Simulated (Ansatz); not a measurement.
diisopropylamine (C₆H₁₅N), singlet, at a GFN2-xTB geometry. Base run: BLYP/STO-3G in Ansatz (a program for electronic structure).

Here is a job for Ansatz.
Ansatz 0.2 input:
```yaml
crystal:
  periodic: [false, false, false]
  atoms:
    - {symbol: C, position_ang: [1.99301264, 0.80453849, 0.64558095]}
    - {symbol: C, position_ang: [1.21219436, -0.32879719, -0.03414266]}
    - {symbol: C, position_ang: [2.01273561, -0.89318156, -1.20739154]}
    - {symbol: N, position_ang: [-0.09105100, 0.08325417, -0.52651874]}
    - {symbol: C, position_ang: [-1.15470893, 0.20840754, 0.46053730]}
    - {symbol: C, position_ang: [-2.19506372, 1.20678600, -0.03871799]}
    - {symbol: C, position_ang: [-1.80052341, -1.16262615, 0.67318905]}
    - {symbol: H, position_ang: [2.19839145, 1.59918370, -0.07035599]}
    - {symbol: H, position_ang: [1.42482268, 1.22429216, 1.47342037]}
    - {symbol: H, position_ang: [2.93906202, 0.43554972, 1.03346573]}
    - {symbol: H, position_ang: [1.04721845, -1.12996469, 0.69455806]}
    - {symbol: H, position_ang: [1.45122733, -1.68988794, -1.68658645]}
    - {symbol: H, position_ang: [2.96641490, -1.28661032, -0.86508596]}
    - {symbol: H, position_ang: [2.20025378, -0.11415364, -1.94302064]}
    - {symbol: H, position_ang: [0.00808601, 0.94512869, -1.05244826]}
    - {symbol: H, position_ang: [-0.76874528, 0.56570221, 1.43323849]}
    - {symbol: H, position_ang: [-2.57361833, 0.89023169, -1.00773672]}
    - {symbol: H, position_ang: [-1.75934242, 2.19931896, -0.14137405]}
    - {symbol: H, position_ang: [-3.02677672, 1.26815577, 0.65863173]}
    - {symbol: H, position_ang: [-1.06825888, -1.88166769, 1.03002825]}
    - {symbol: H, position_ang: [-2.60319997, -1.09484972, 1.40321924]}
    - {symbol: H, position_ang: [-2.20405744, -1.52397109, -0.26865331]}
basis:
  gaussian:
    orbitals: STO-3G
hamiltonian:
  xc: blyp
```

Each row names what was changed in the base input (with any setting that the change needs).

| change | ΔE vs base (kcal/mol) |
|---|---|
| base | 0.000 |
| nuclear_model = gaussian | 0.011 |
| lower_state_search = light | 0.000 |
| accuracy = high | 0.004 |
| point_charge = charge:-1.0 position_ang:3.5283, -5.0154, -1.6033 | 0.330 |
| lower_state_search = off | 0.000 |
| final_grid = 10, 20, 41 | 0.002 |
| lower_state_search = full | 0.000 |
| final_grid = 4, 8, 17 | ? |
| fitting.mean_field = def2-universal-JKFIT | ? |
| fitting.mean_field = cc-pVTZ-JKFIT | ? |

Question: What belongs in the gaps?

Answer: 
- final_grid = 4, 8, 17, ΔE vs base (kcal/mol): -0.421
- fitting.mean_field = def2-universal-JKFIT, ΔE vs base (kcal/mol): -1.43
- fitting.mean_field = cc-pVTZ-JKFIT, ΔE vs base (kcal/mol): -0.209
